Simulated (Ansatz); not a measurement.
Calculated with Ansatz (gas phase, PBE0-D4/def2-TZVP geometries, no zero-point term in ΔE). CCSD(T)/CBS adds triple-zeta CCSD(T) − MP2 to the extrapolated MP2 energy (def2 sets, frozen cores). This one scheme is used for every species. DFT in def2-TZVPP. B3LYP here is the variant with VWN-RPA as its local correlation; programs differ in this. For As outer-core shells are correlated without core-valence functions, which leaves a few kJ/mol of doubt a bond. Scalar relativity is left out up to krypton. Each species was taken in one conformer, which may not be the lowest.

Consider the formal exchange of groups at the Si–O bond: `C[O][Al]([F])[O][SiH3]` + `OC[AsH2]` → `OC([SiH3])[AsH2]` + `C[O][Al]([OH])[F]`.

```tsv
level	ΔE (kcal/mol)	difference from CCSD(T)/CBS
PBE0-D4	25.5	-1.5
ωB97X-V	27.4	0.4
r2SCAN	27.4	0.4
PBE0	26.3	-0.7
B3LYP	29.5	2.5
HF/def2-TZVPP	35.1	8.1
CCSD(T)/def2-TZVPP	27.5	0.5
HF/def2-QZVPP	35.6	8.6
MP2/def2-QZVPP	27.2	0.2
CCSD/CBS(def2)	28.2	1.2
CCSD(T)/CBS	27.0	0
```

Largest T1 diagnostic among the species: 0.012.

In def2-TZVPP, CCSD(T) changes the Hartree–Fock value by −7.6 kcal/mol (the triples alone add −1.2 kcal/mol) and MP2 by −7.8 kcal/mol. From PBE to PBE0 (25 % exact exchange), in def2-TZVPP and without D4, ΔE moves by +1.7 kcal/mol. The D4 term adds −1.6 kcal/mol with B3LYP and −0.8 kcal/mol with PBE0; it sums over pairs of atoms, weighted by their polarisabilities, and B3LYP, whose exchange is more repulsive, gets the larger term.
